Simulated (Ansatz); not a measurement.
**Which method gave which barrier?**

Saddle point of GaH5O, singlet (GaH₃ + H₂O → GaH₃O ([OH][GaH2]) + H₂; bonds formed: H2–H5; dative contacts that become bonds: Ga1–O6; bonds broken: Ga1–H2, H5–O6), PBE0-D4/def2-TZVP structure:

Ga1  (-0.556, 0.339, -0.475)
H2  (0.574, -1.060, -0.823)
H3  (0.113, 1.631, -1.035)
H4  (-2.019, -0.174, -0.586)
H5  (0.667, -0.875, 0.150)
O6  (0.272, -0.228, 1.218)
H7  (0.950, 0.367, 1.550)
(Å)

Ansatz 0.2.0; basis: def2-TZVPP, with def2-QZVPP for the basis limit; cores frozen in the correlated methods. Filled d shells of the heavier atoms are correlated. The def2 sets are not built for correlating such inner shells, so the correlated values are less sure here. Extrapolation: Hartree–Fock as exp(−7.88 √X), correlation as X^−2.97. Four methods, as single points on the PBE0-D4 structures, gave these electronic barriers from the start structure: 15.93, 20.94, 23.78, 35.61 kcal/mol.

(1) The methods were, in alphabetical order, HF, MP2, r2SCAN-D4, SPW92. Which gave which? (A judgement: the text doesn't fix the answer.)

The T1 diagnostic stays at or below 0.015.

Results:

(1) The calculation gives: SPW92 15.93; r2SCAN-D4 20.94; MP2 23.78; HF 35.61 kcal/mol. For comparison, CCSD(T) at an estimated basis limit (MP2 extrapolated from triple and quadruple zeta, plus CCSD(T) − MP2 in triple zeta) gives 24.75 kcal/mol.

The step is the kind of ligand exchange by which a precursor binds to a hydroxyl group, or is hydrolysed, in atomic layer deposition of oxides.

Labels in which every atom is bracketed show which atoms are joined, not bond orders.

For scale, one of the runs: CCSD(T)/def2-TZVPP, 149 basis functions, launched by `ansatz run in.yaml --threads 2 --pin off --events-out ev --progress --plain --max-ram 4352MiB`. The run took 24 s on 2 CPU threads of an Arm Neoverse V1 (shared host), with 0.95 GiB of host memory at its peak.
